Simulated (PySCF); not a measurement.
SMILES F[Si](F)(F)[SiH2][SiH2][SiH3], GFN2-xTB optimised geometry.

```
14

F      0.05    -1.96     1.13
Si     0.36    -0.89     0.00
F      0.05    -1.72    -1.33
F      1.96    -0.89     0.00
Si    -0.59     1.18     0.00
Si    -0.44     2.19    -2.10
Si     1.59     1.87    -3.19
H     -1.96     1.03     0.54
H      0.10     1.96     1.04
H     -1.56     1.69    -2.92
H     -0.76     3.62    -1.93
H      2.63     2.72    -2.61
H      2.02     0.48    -3.05
H      1.53     2.18    -4.62
```

Density from CAM-B3LYP/def2-TZVP (PySCF) at that geometry.

Minimum of the electron density along straight lines between bonded atoms, close to the bond critical point (lines longer than 1.1 times the sum of covalent radii, or with two minima, are not listed):

```csv
bond,length / Å,ρ at the minimum / e bohr⁻³,∇²ρ there / e bohr⁻⁵,position (fraction from the first atom)
F1–Si2,1.592,0.143,0.99,0.58
Si2–F3,1.597,0.141,0.99,0.42
Si2–F4,1.595,0.142,1.00,0.42
Si2–Si5,2.278,0.101,-0.08,0.65
Si5–Si6,2.333,0.094,-0.18,0.58
Si6–Si7,2.324,0.097,-0.18,0.54
Si5–H8,1.474,0.122,0.17,0.49
Si5–H9,1.474,0.122,0.17,0.49
Si6–H10,1.474,0.122,0.17,0.49
Si6–H11,1.473,0.122,0.17,0.49
Si7–H12,1.466,0.124,0.18,0.49
Si7–H13,1.463,0.125,0.18,0.49
Si7–H14,1.465,0.124,0.18,0.49
```
